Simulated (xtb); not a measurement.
C₅H₆O₂, SMILES O1C=CC(=O)[C@H]1C. All values are semi-empirical tight-binding results from xtb (GFN2-xTB unless named), good for trends rather than for accurate numbers. The structure is a stationary point at GFN2-xTB. The structure was generated by enumeration; whether it is a known compound was not checked. The values are those of a single conformer.

Optimised geometry:

Bonds (Å): C1–C2 1.524, C1–H8 1.087, C1–H9 1.087, C1–H10 1.088, C2–O3 1.428, C2–C6 1.537, C2–H11 1.096, O3–C4 1.333, C4–C5 1.345, C4–H12 1.078, C5–C6 1.451, C5–H13 1.070, C6–O7 1.208. Bond angles (°): C2–C1–H8 108.7, C2–C1–H9 110.5, C2–C1–H10 109.8, H8–C1–H9 109.7, H8–C1–H10 109.0, H9–C1–H10 109.0, C1–C2–O3 111.1, C1–C2–C6 111.9, C1–C2–H11 110.2, O3–C2–C6 105.3, O3–C2–H11 108.0, C6–C2–H11 110.3, C2–O3–C4 107.9, O3–C4–C5 115.5, O3–C4–H12 115.2, C5–C4–H12 129.3, C4–C5–C6 107.3, C4–C5–H13 127.5, C6–C5–H13 125.2, C2–C6–C5 104.0, C2–C6–O7 125.4, C5–C6–O7 130.6.

```
Item                                            Value
--------------------------------------  -------------
orbital gap                                   3.21 eV
dipole moment                                  3.10 D
zero-point energy                       62.4 kcal/mol
G − E(el) at 298.15 K (modified RRHO)   43.5 kcal/mol
static polarisability (D4 model)           63.8 bohr³
solvation energy, GFN2-xTB/ALPB(water)  -3.6 kcal/mol
solvation energy, GFN2-xTB/ALPB(chcl3)  -8.0 kcal/mol
```

Q: Give the IR lines (harmonic; lines under 4 % of the strongest left out, lines within 3 cm⁻¹ merged). (An estimate is asked for; the answer gives what the named calculation found.)

A: ν (cm⁻¹): 800 (w), 823 (w), 1055 (w), 1099 (w), 1117 (w), 1163 (w), 1213 (w), 1307 (m), 1582 (s), 1776 (vs), 3042 (w) (against the strongest line: vs over 80 %, s over 45 %, m over 15 %, w over 4 %, vw less)

Q: Give the atomic charges and the Wiberg bond orders between heavy atoms. (Estimate from the structure and the level; the computed values follow.)

A: charges (e) C1 -0.11, C2 0.08, O3 -0.23, C4 0.12, C5 -0.11, C6 0.22, O7 -0.38, H8 0.07, H9 0.06, H10 0.06, H11 0.07, H12 0.07, H13 0.07. Bond orders C1–C2 0.98, C2–O3 0.94, O3–C4 1.16, C4–C5 1.67, C2–C6 0.94, C5–C6 1.12, C6–O7 1.78.
